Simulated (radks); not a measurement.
Spherical quantum dot in the effective-mass picture: electrons in a well V = -V0 / (1 + exp((r - R)/a)) with V0 = 10.8, R = 5.71, a = 0.52, with a point charge +2 (a donor) at the centre, all in effective atomic units (hartree* = m*/eps^2 hartree, bohr* = eps/m* bohr), one dielectric constant everywhere. Method: non-relativistic Kohn-Sham, LDA (Slater exchange, Perdew-Wang correlation), spin-polarised, spherical densities; computed with a radial shooting solver with Libxc functionals. Levels are named by radial order and angular momentum (1s, 1p, 1d, 2s, ...), and open shells are averaged over m.

N = 16, configuration 1s2 1p6 1d(up 5, down 1) 2s2. This is the lowest configuration that the search found. Occupied and some empty levels:

| level | occupation | eigenvalue (hartree*) | <r> (bohr*) |
|---|---|---|---|
| 1s up | 1 | -7.1485 | 1.524 |
| 1s down | 1 | -7.1370 | 1.407 |
| 1p up | 3 | -6.8568 | 3.378 |
| 2s up | 1 | -6.8564 | 2.862 |
| 2s down | 1 | -6.8227 | 2.965 |
| 1p down | 3 | -6.8145 | 3.369 |
| 1d up | 5 | -6.6589 | 3.575 |
| 1d down | 1 | -6.6153 | 3.575 |
| 1f up | 0 | -6.4038 | 3.726 |
| 1f down | 0 | -6.3602 | 3.730 |
| 1g up | 0 | -6.0966 | 3.855 |
| 2p up | 0 | -6.0765 | 2.762 |
| 1g down | 0 | -6.0537 | 3.862 |
| 2p down | 0 | -6.0517 | 2.753 |

Energy (hartree*): total -143.695, kinetic 8.6024, external -183.57, Hartree 36.367, exchange-correlation -5.0933.
